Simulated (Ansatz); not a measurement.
MoSF₄. The state is a singlet with charge 0. Geometry r2SCAN-D4/def2-SVP.

```xyz
6

Mo   -0.0179    0.0118   -0.0016
S     1.7202   -1.1290    0.1554
F     0.3623    1.3126   -1.2494
F     0.1587    1.3483    1.2539
F    -1.2131   -0.7543    1.1725
F    -1.0102   -0.7895   -1.3309
```

In the def2 sets Mo takes a core potential; there is no spin–orbit coupling. HSE06 is defined as in plane-wave codes, on full-range PBE exchange. The restricted singlet is unstable towards broken spin symmetry in Hartree–Fock (as tested in another run); at PBE-D4/def2-SVP, PBE-D4/def2-TZVP, r2SCAN-D4/def2-TZVP, PBE0-D4/def2-TZVP and others this wasn't settled.

Question: Estimate the orbital energies around the gap (eV) in Ansatz with PBE-D4/def2-SVP, PBE-D4/def2-TZVP, r2SCAN-D4/def2-TZVP, PBE0-D4/def2-TZVP, HSE06-D4/def2-TZVP.

Answer: 
```json
{"orbital": "HOMO−13", "PBE-D4/def2-SVP": "-12.82", "PBE-D4/def2-TZVP": "-12.87", "r2SCAN-D4/def2-TZVP": "-13.37", "PBE0-D4/def2-TZVP": "-14.99", "HSE06-D4/def2-TZVP": "-14.57"}
{"orbital": "HOMO−12", "PBE-D4/def2-SVP": "-12.58", "PBE-D4/def2-TZVP": "-12.67", "r2SCAN-D4/def2-TZVP": "-13.20", "PBE0-D4/def2-TZVP": "-14.80", "HSE06-D4/def2-TZVP": "-14.38"}
{"orbital": "HOMO−11", "PBE-D4/def2-SVP": "-12.30", "PBE-D4/def2-TZVP": "-12.36", "r2SCAN-D4/def2-TZVP": "-12.89", "PBE0-D4/def2-TZVP": "-14.43", "HSE06-D4/def2-TZVP": "-14.01"}
{"orbital": "HOMO−10", "PBE-D4/def2-SVP": "-12.30", "PBE-D4/def2-TZVP": "-12.36", "r2SCAN-D4/def2-TZVP": "-12.89", "PBE0-D4/def2-TZVP": "-14.43", "HSE06-D4/def2-TZVP": "-14.01"}
{"orbital": "HOMO−9", "PBE-D4/def2-SVP": "-11.36", "PBE-D4/def2-TZVP": "-11.44", "r2SCAN-D4/def2-TZVP": "-11.95", "PBE0-D4/def2-TZVP": "-13.47", "HSE06-D4/def2-TZVP": "-13.05"}
{"orbital": "HOMO−8", "PBE-D4/def2-SVP": "-10.82", "PBE-D4/def2-TZVP": "-10.90", "r2SCAN-D4/def2-TZVP": "-11.43", "PBE0-D4/def2-TZVP": "-12.94", "HSE06-D4/def2-TZVP": "-12.52"}
{"orbital": "HOMO−7", "PBE-D4/def2-SVP": "-10.82", "PBE-D4/def2-TZVP": "-10.90", "r2SCAN-D4/def2-TZVP": "-11.42", "PBE0-D4/def2-TZVP": "-12.94", "HSE06-D4/def2-TZVP": "-12.52"}
{"orbital": "HOMO−6", "PBE-D4/def2-SVP": "-10.51", "PBE-D4/def2-TZVP": "-10.60", "r2SCAN-D4/def2-TZVP": "-11.11", "PBE0-D4/def2-TZVP": "-12.59", "HSE06-D4/def2-TZVP": "-12.18"}
{"orbital": "HOMO−5", "PBE-D4/def2-SVP": "-10.51", "PBE-D4/def2-TZVP": "-10.60", "r2SCAN-D4/def2-TZVP": "-11.11", "PBE0-D4/def2-TZVP": "-12.59", "HSE06-D4/def2-TZVP": "-12.18"}
{"orbital": "HOMO−4", "PBE-D4/def2-SVP": "-10.38", "PBE-D4/def2-TZVP": "-10.47", "r2SCAN-D4/def2-TZVP": "-11.00", "PBE0-D4/def2-TZVP": "-12.51", "HSE06-D4/def2-TZVP": "-12.09"}
{"orbital": "HOMO−3", "PBE-D4/def2-SVP": "-9.74", "PBE-D4/def2-TZVP": "-9.83", "r2SCAN-D4/def2-TZVP": "-10.35", "PBE0-D4/def2-TZVP": "-11.84", "HSE06-D4/def2-TZVP": "-11.42"}
{"orbital": "HOMO−2", "PBE-D4/def2-SVP": "-9.63", "PBE-D4/def2-TZVP": "-9.63", "r2SCAN-D4/def2-TZVP": "-10.09", "PBE0-D4/def2-TZVP": "-11.24", "HSE06-D4/def2-TZVP": "-10.83"}
{"orbital": "HOMO−1", "PBE-D4/def2-SVP": "-8.26", "PBE-D4/def2-TZVP": "-8.30", "r2SCAN-D4/def2-TZVP": "-8.69", "PBE0-D4/def2-TZVP": "-9.72", "HSE06-D4/def2-TZVP": "-9.31"}
{"orbital": "HOMO", "PBE-D4/def2-SVP": "-8.26", "PBE-D4/def2-TZVP": "-8.30", "r2SCAN-D4/def2-TZVP": "-8.69", "PBE0-D4/def2-TZVP": "-9.72", "HSE06-D4/def2-TZVP": "-9.31"}
{"orbital": "LUMO", "PBE-D4/def2-SVP": "-5.27", "PBE-D4/def2-TZVP": "-5.33", "r2SCAN-D4/def2-TZVP": "-5.43", "PBE0-D4/def2-TZVP": "-4.67", "HSE06-D4/def2-TZVP": "-5.05"}
{"orbital": "LUMO+1", "PBE-D4/def2-SVP": "-4.55", "PBE-D4/def2-TZVP": "-4.63", "r2SCAN-D4/def2-TZVP": "-4.73", "PBE0-D4/def2-TZVP": "-4.16", "HSE06-D4/def2-TZVP": "-4.53"}
{"orbital": "LUMO+2", "PBE-D4/def2-SVP": "-4.55", "PBE-D4/def2-TZVP": "-4.63", "r2SCAN-D4/def2-TZVP": "-4.73", "PBE0-D4/def2-TZVP": "-4.16", "HSE06-D4/def2-TZVP": "-4.53"}
{"orbital": "LUMO+3", "PBE-D4/def2-SVP": "-3.22", "PBE-D4/def2-TZVP": "-3.31", "r2SCAN-D4/def2-TZVP": "-3.33", "PBE0-D4/def2-TZVP": "-2.78", "HSE06-D4/def2-TZVP": "-3.14"}
{"orbital": "LUMO+4", "PBE-D4/def2-SVP": "-1.16", "PBE-D4/def2-TZVP": "-1.24", "r2SCAN-D4/def2-TZVP": "-1.20", "PBE0-D4/def2-TZVP": "-0.42", "HSE06-D4/def2-TZVP": "-0.80"}
{"orbital": "LUMO+5", "PBE-D4/def2-SVP": "-0.38", "PBE-D4/def2-TZVP": "-0.52", "r2SCAN-D4/def2-TZVP": "0.10", "PBE0-D4/def2-TZVP": "0.13", "HSE06-D4/def2-TZVP": "-0.20"}
```
